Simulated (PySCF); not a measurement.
C2H6F2OSi.

```xyz
12

Si     0.8888     0.2690     0.6321
F      1.7700    -0.9997     0.1601
F      1.3676     1.4898    -0.3109
O     -0.6979    -0.0311     0.4161
C     -1.3152    -0.3932    -0.8178
C     -2.8043    -0.5646    -0.5964
H      1.1469     0.5798     2.0414
H     -1.1203     0.3926    -1.5691
H     -0.8648    -1.3304    -1.1898
H     -3.2488     0.3741    -0.2325
H     -3.3019    -0.8481    -1.5369
H     -2.9929    -1.3496     0.1516
```
Charge 0, spin multiplicity 1.

Geometry: ωB97X-D3(BJ)/def2-SVP. The structure was generated by enumeration, and PubChem lists no compound with its InChIKey, so it may never have been made. One conformer was computed; it need not be the lowest.

Calculation: B3LYP/pcSseg-1 (PySCF). Non-relativistic, no solvent.

Computed absolute GIAO shielding of each atom: isotropic value and principal components (ppm):
```csv
atom,σ(iso),σ11,σ22,σ33,span
Si1,406.5,388.3,399.0,432.3,44.0
F2,318.5,248.9,307.3,399.4,150.5
F3,318.1,247.7,306.8,399.9,152.2
O4,252.8,193.7,241.6,323.0,129.3
C5,116.3,87.0,101.5,160.4,73.3
C6,159.1,141.7,157.4,178.2,36.5
H7,27.1,23.5,24.1,33.8,10.3
H8,27.3,21.8,28.3,31.7,9.9
H9,27.3,21.8,28.3,31.7,10.0
H10,29.9,26.3,28.3,35.0,8.7
H11,30.3,26.6,27.5,36.8,10.2
H12,29.9,26.3,28.3,35.0,8.7
```
